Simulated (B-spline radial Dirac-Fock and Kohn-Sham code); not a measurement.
The computed values come from a radial B-spline solver: ΔSCF Dirac-Fock with Breit, self-energy and vacuum polarisation, finite nucleus, configuration average. Electron correlation is not included.

Q: Identify the element and charge state from the binding energies below (tabulated ground configuration; the least bound level is included).

| level | binding energy (eV) |
| --- | --- |
| 3s | 5469.7 |
| 3p1/2 | 5166.1 |
| 4p1/2 | 2127.0 |
| 4p3/2 | 1973.4 |
| 4d3/2 | 1753.5 |
| 4d5/2 | 1722.6 |
| 4f | 1471.8 |

A: Bi³⁶⁺: Z = 83 with 47 electrons, [Kr] 4d10 4f1.
